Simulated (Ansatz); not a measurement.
Geometry optimisation, RKS PBE0-D4/def2-mTZVP (Ansatz).

The input (input.yaml):

```yaml
crystal:
  periodic: [false, false, false]
  atoms:
    - { symbol: Si, position_ang: [-0.6879, 0.91, -0.3353] }
    - { symbol: Si, position_ang: [0.455, -1.1735, 0.7237] }
    - { symbol: H, position_ang: [-1.3138, 0.4782, -1.571] }
    - { symbol: H, position_ang: [-1.7599, 0.6033, 0.6632] }
    - { symbol: H, position_ang: [-0.3599, 2.2707, 0.0496] }
    - { symbol: H, position_ang: [0.8033, 0.2691, -0.4152] }
    - { symbol: Br, position_ang: [1.4003, 1.3251, -2.003] }
    - { symbol: H, position_ang: [-0.188, -0.9655, 2.0092] }
    - { symbol: H, position_ang: [-0.2036, -2.2023, -0.0643] }
    - { symbol: H, position_ang: [1.8544, -1.5152, 0.9431] }
basis:
  gaussian: { orbitals: def2-mTZVP }
hamiltonian:
  xc: pbe0
  dispersion: d4
relax:
  f_tol: 0.15
  max_steps: 25
  restrain:
    - { distance: [0, 6], at: 2.31, k: 30.0 }
    - { distance: [5, 1], at: 1.42, k: 30.0 }
    - { distance: [0, 1], at: 3.52, k: 30.0 }
    - { distance: [5, 6], at: 2.81, k: 30.0 }
```

Launched with:

```bash
$ ansatz run input.yaml --threads 2 --pin off --max-ram 3072MiB --backend cpu --events-out ev --progress --plain --runs-dir out
```

Problem. Where does it end, and by what steps?

Solution. It converged. The restraints hold the end off the free minimum. After 11 steps the energy has fallen by 2.513 eV (the restraints' own energy left out); H6 moved furthest, 1.15 Å. Parted: Si1–H6 (1.63 → 3.02 Å). Joined: Si2–H6 (1.87 → 1.45 Å).

```
step  energy less start (eV)  largest force component (eV/Å)  accepted
   0                  0.0000                           0.986       yes
   1                 -0.0257                           1.850       yes
   2                  0.0104                           2.594       yes
   3                 -0.0626                           2.323       yes
   4                 -0.5961                           1.353       yes
   5                 -1.1855                           0.773       yes
   6                 -1.6569                           0.783       yes
   7                 -2.0320                           0.931       yes
   8                 -2.2373                           1.085       yes
   9                 -2.3740                           1.126       yes
  10                 -2.4739                           1.248       yes
  11                 -2.5129                           1.069       yes
```

```xyz
10
Properties=species:S:1:pos:R:3
Si -0.890 1.330 -0.807
Si 0.743 -1.315 0.891
H -1.981 1.045 -1.767
H -0.903 0.348 0.290
H -1.019 2.700 -0.250
H 1.432 -0.116 0.467
Br 1.078 1.258 -1.965
H -0.137 -1.034 2.055
H -0.085 -1.880 -0.213
H 1.761 -2.335 1.300
```

Time of the run: 29 s on 2 threads of Intel(R) Xeon(R) Platinum 8488C (Sapphire Rapids), with other jobs on the host, peak memory 0.25 GiB.
